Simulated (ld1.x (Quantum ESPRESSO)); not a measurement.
**Reading a pseudo-wave (O (Z = 8))**

Columns: radius, all-electron u(r) and pseudo u(r) of the 2s shell (level -24.27 eV) of oxygen in the configuration [He] 2s1 2p5; PBEsol, scalar-relativistic, PAW scheme, ld1.x (Quantum ESPRESSO) 7.5.

```
r (bohr)  all-electron   pseudo
   0.072        0.3950  -0.0697
   0.145        0.3800  -0.1469
   0.217        0.1948  -0.2342
   0.290       -0.0455  -0.3356
   0.362       -0.2780  -0.4465
   0.435       -0.4837  -0.5644
   0.507       -0.6480  -0.6780
   0.580       -0.7747  -0.7815
   0.652       -0.8633  -0.8637
   0.725       -0.9211  -0.9211
   0.798       -0.9521  -0.9521
   0.870       -0.9617  -0.9617
   0.942       -0.9548  -0.9548
   1.015       -0.9350  -0.9350
   1.088       -0.9058  -0.9058
   1.160       -0.8704  -0.8704
   1.232       -0.8305  -0.8305
   1.305       -0.7873  -0.7873
   1.378       -0.7427  -0.7427
   1.450       -0.6983  -0.6983
   1.522       -0.6543  -0.6543
   1.595       -0.6106  -0.6106
   1.668       -0.5683  -0.5683
   1.740       -0.5283  -0.5283
   1.812       -0.4901  -0.4901
   1.885       -0.4534  -0.4534
```

Task: How many radial nodes do the two functions have?

Result: The all-electron 2s function has n − l − 1 = 1; the pseudo-wave has 0, since the states of the same l below it are removed with the core.

Task: At about which radius was the pseudo-wave matched?

Result: 0.70 bohr, where the columns begin to agree (steps of 0.07 bohr).

Task: Where does each function peak?

Result: Outermost all-electron maximum near 0.87 bohr, pseudo maximum near 0.87 bohr (to the table’s step).

Task: Is the pseudo-wave norm-conserving?

Result: No, it belongs to a PAW set: the norm inside the radius is not constrained, and the difference is carried by the augmentation charge.
